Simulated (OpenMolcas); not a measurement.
# F III: Slater's ratio, worked from levels

```json
{"Program": "OpenMolcas", "Basis": "ANO-RCC-VQZP [5s4p3d2f1g]", "Scalar Hamiltonian": "DKH2, point nucleus", "Active space": "5 electrons in 8 orbitals (2s 2p 3s 3p)", "State averaging": "2S+1 = 4 odd, 1 root; 2S+1 = 2 odd, 8 roots; 2S+1 = 4 even, 3 roots; 2S+1 = 2 even, 9 roots", "Spin-orbit coupling": "RASSI with atomic mean-field integrals over the reference wave functions, term energies averaged over their components"}
```

Methods: CASSCF; SS-CASPT2, IPEA 0.25 Eh, imaginary shift 0.1 Eh (closed shells correlated: 1s).

**Slater's ratio.** With one set of orbitals, p3 has ²D° - ⁴S° = 9 F2 and ²P° - ²D° = 6 F2 (F2 = F²/25), a ratio of 2/3. Term energies are centres of gravity, weighted by 2J + 1.

```tsv
Source	²D° - ⁴S°	²P° - ⁴S°	F2 from the first	Ratio
CASSCF	37907	51059	4212	0.347
SS-CASPT2	34919	52189	3880	0.495
```

Energies in cm-1. A ratio away from 2/3 shows effects beyond one configuration with one set of orbitals, and in heavier atoms second-order spin-orbit shifts. In CASSCF the valence s occupation is 1.95 in ²P° against 2.00 in ²D°: mixing out of s² acts most on ²P° and pulls it down.

Term energies are means over components that CASPT2 splits; among the terms shown or strongly mixed into the levels shown the widest spread is 57 cm-1 (2s² 2p³ ²D°, SS-CASPT2). Active for correlation alone: 3p 3s; no level in the range computed is led by a configuration that fills them, so any true level of that kind is missing. Levels of configurations outside the active space are missing.

° marks odd parity.
